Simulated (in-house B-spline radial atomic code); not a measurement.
## Response and correlation of Yb⁵²⁺

Closed shell [Ne] 3s2 3p6. Computed with an all-electron radial atomic-structure program (B-spline basis): Dirac-Hartree-Fock, relativistic RPA (time-dependent Dirac-Hartree-Fock) for the response and second-order many-body perturbation theory for correlation, no-pair Dirac-Coulomb Hamiltonian, finite nucleus.

| multipole (bohr³, bohr⁵, bohr⁷) | uncoupled | coupled RPA |
| --- | --- | --- |
| dipole | 0.0051467 | 0.0049387 |
| quadrupole | 0.00010443 | 0.00010946 |
| octupole | 9.0429e-06 | ? |

(1) What is the coupled octupole polarisability?

(2) Which subshells carry the dipole polarisability?

(3) What does the dipole shielding factor come to?

Dipole polarisability at imaginary frequency:

| u (Eh) | α(iu) (bohr³) |
| --- | --- |
| 0 | 0.004939 |
| 19.3 | 0.002138 |
| 57.9 | 0.0007177 |
| 116 | 0.0003506 |
| 193 | 0.0001893 |
| 386 | 7.106e-05 |
| 772 | 2.271e-05 |
| 1930 | 4.209e-06 |

(4) What dispersion coefficients follow for two such ions (the dispersion part alone)?

Lowest J = 1 odd-parity excitations:

| energy (eV) | oscillator strength | leading channel | weight |
| --- | --- | --- | --- |
| 232.28 | 0.00563 | 3p3/2 → d3/2 | 0.96 |
| 331.55 | 0.403 | 3p3/2 → d5/2 | 0.919 |
| 533.59 | 0.607 | 3p1/2 → d3/2 | 0.986 |
| 2145.9 | 0.305 | 3p3/2 → s1/2 | 0.999 |
| 2411.6 | 0.0924 | 3p1/2 → s1/2 | 0.862 |
| 2424.7 | 0.15 | 3p3/2 → d3/2 | 0.859 |
| 2450.7 | 1.61 | 3p3/2 → d5/2 | 0.966 |
| 2682.8 | 0.709 | 3s1/2 → p1/2 | 0.683 |

Second-order correlation energy by the highest angular momentum of the excited pair (hartree): s -0.02542, p -0.1854, d -0.6811, f -0.1381, g -0.05293, h -0.01928, i -0.008696, k -0.004471.

(5) What is the second-order correlation energy at the partial-wave limit?

## Answers

(1) 1.0839e-05 atomic units, +20 % against the uncoupled value.

(2) 3p3/2 76.8 %, 3p1/2 21.3 %, 3s1/2 1.4 %.

(3) The dipole shielding factor is 0.257, against the exact N/Z = 18/70 = 0.257 of the non-relativistic theorem.

(4) C6 = (3/π)∫α(iu)²du = 0.0003307 hartree·bohr⁶ and C8 = 6.085e-05 hartree·bohr⁸.

(5) The listed waves sum to -1.1155 hartree; extrapolating the increments as (l + 1/2)⁻⁴ gives -1.1246 hartree, -1.7 eV per electron.
